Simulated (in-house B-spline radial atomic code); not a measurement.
A calculation on La³⁺ (an excited or competing configuration): its settings, and results tabulated from the run. All numbers are computed (Dirac-Hartree-Fock, average of the jj configuration; Fermi nucleus of rms radius 4.855 fm) with an all-electron radial atomic-structure program (B-spline basis), not measured.

In the input, a minus or plus after the letter marks the j = l - 1/2 or j = l + 1/2 subshell.

Command:
```bash
python run_scf.py task.json out
```
Settings (nuclear radius in fm, mass in u):
```
Z                57
configuration    1s2 2s2 2p6 3s2 3p6 3d10 4s2 4p6 4d10 5s1 5p6 6d+1
hamiltonian      dirac
method           hf
spin_polarised   False
nucleus          fermi
rms_radius       4.855
atomic_mass      138.90636
speed_of_light   137.035999084
```

Output (hartree, bohr):
```
 radial grid: 78 intervals, B-splines of order 8, outer radius 51.8919 bohr

 iter        energy (Eh)    residual
    1       -8481.050626    6.09e-01
    2       -8488.472501    3.03e-01
    3       -8490.202019    7.78e-02
    4       -8490.337843    2.22e-02
    5       -8490.349349    1.00e-02
    6       -8490.351364    7.53e-04
    7       -8490.351374    1.83e-04
    8       -8490.351375    1.30e-05
    9       -8490.351375    3.38e-07

 total energy                     -8490.35137
 kinetic                            9085.3092
 electron-nucleus                 -20594.2011
 electron-electron                  3018.5405

 first-order corrections (not in the total)
   Gaunt                             7.7749
   retardation                      -0.8090
   frequency dependence             -0.0862
   self-energy                       5.3286
   Uehling                          -0.7736
   Wichmann-Kroll                    0.0201
   recoil                            0.0222

 orbital      occ     eigenvalue          <r>       <r^2>       <1/r>     <1/r^2>       <r^4>       r_max    small
 1s1/2      2.000     -1440.1294    0.0250633 0.000853489     62.0123     8510.88 1.91975e-06     0.01608  4.44e-02
 2s1/2      2.000      -234.1991     0.106861   0.0135354     14.6098     1027.81 0.000317352     0.09098  9.64e-03
 2p1/2      2.000      -220.3549    0.0900041  0.00998314     14.5522     327.397 0.000201907     0.06958  9.64e-03
 2p3/2      4.000      -205.1216    0.0960599   0.0112421     13.2411     238.852 0.000249404     0.07471  9.08e-03
 3s1/2      2.000       -52.7395     0.283587   0.0920249     5.27871     213.818   0.0128535      0.2599  2.96e-03
 3p1/2      2.000       -46.8752      0.27384   0.0871343     5.18108     68.3243   0.0120703       0.247  2.89e-03
 3p3/2      4.000       -43.8336     0.285563   0.0945596     4.85852     50.5348   0.0141496       0.258  2.74e-03
 3d3/2      4.000       -33.6793     0.256929   0.0778591     4.70781     27.7891   0.0109206      0.2082  2.60e-03
 3d5/2      6.000       -33.0384     0.260627   0.0799759      4.6254     26.6222   0.0114714      0.2113  2.56e-03
 4s1/2      2.000       -12.3234     0.654143    0.482081      2.1556     47.9158    0.337036       0.608  8.77e-04
 4p1/2      2.000       -10.0839        0.674     0.51548     2.05495     14.9933    0.395012      0.6189  8.17e-04
 4p3/2      4.000        -9.4312     0.698787    0.553865     1.95691     11.2717    0.455727      0.6417  7.75e-04
 4d3/2      4.000        -5.6628     0.759864    0.667449     1.73394     5.45908    0.718355      0.6673  6.31e-04
 4d5/2      6.000        -5.5488     0.769102    0.683523     1.70836     5.23318    0.752897      0.6753  6.18e-04
 5s1/2      1.000        -2.9524      1.52854      2.6076    0.861296     8.80286     9.70137       1.401  2.00e-04
 5p1/2      2.000        -2.1535      1.68155     3.16831    0.774569     2.54404     14.6073       1.517  1.66e-04
 5p3/2      4.000        -2.0464      1.74228     3.39771    0.741663     1.92762     16.7356       1.573  1.55e-04
 6d5/2      1.000        -0.5177       5.2433     30.6026     0.24567    0.168787     1283.17       5.068  2.51e-05

 Slater integrals (Eh)
   F0(5s1/2,5s1/2)               0.587898
   F0(5s1/2,6d5/2)               0.224353
   G2(5s1/2,6d5/2)               0.026572
   F0(6d5/2,6d5/2)               0.170925
   F2(6d5/2,6d5/2)               0.093248
   F4(6d5/2,6d5/2)               0.064800
```

Cost of the run: 1.4 s on 1 thread of Arm Neoverse V1 (shared host).

For the Dirac Hamiltonian the kinetic term is c α·p + (β - 1)c².
